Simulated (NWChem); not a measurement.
# CH3ClO2Si; SMILES O=C[Si@H](Cl)O

```xyz
8

O     -0.6893     2.4449    -0.2430
C     -0.1395     1.6018     0.4392
Si     0.4213    -0.0608    -0.3399
O      1.9175    -0.3656     0.2899
Cl    -0.9521    -1.5236     0.2171
H      0.0348     1.7835     1.5265
H      0.3962     0.0094    -1.8168
H      2.3930    -1.1610     0.0098
```
Atoms are numbered in this order, from 1.

All runs use the structure optimised with B3LYP/6-31G* (spherical d).

### Question
Give the principal values of the shielding tensors (ppm) of O1, C2, Si3, O4, Cl5 from PBE/pcSseg-1, GIAO (NWChem), with their diamagnetic and paramagnetic parts as GIAO splits them.

### Answer
```json
[
 {"atom": "O1", "σ11": "-1606.4", "σ22": "-563.6", "σ33": "403.3", "isotropic": "-588.9", "diamagnetic": "400.7", "paramagnetic": "-989.6"},
 {"atom": "C2", "σ11": "-156.0", "σ22": "-92.9", "σ33": "77.8", "isotropic": "-57.0", "diamagnetic": "254.6", "paramagnetic": "-311.6"},
 {"atom": "Si3", "σ11": "308.7", "σ22": "350.0", "σ33": "452.9", "isotropic": "370.6", "diamagnetic": "880.5", "paramagnetic": "-509.9"},
 {"atom": "O4", "σ11": "222.4", "σ22": "275.7", "σ33": "292.3", "isotropic": "263.5", "diamagnetic": "389.8", "paramagnetic": "-126.4"},
 {"atom": "Cl5", "σ11": "662.8", "σ22": "897.3", "σ33": "977.5", "isotropic": "845.9", "diamagnetic": "1148.4", "paramagnetic": "-302.6"}
]
```
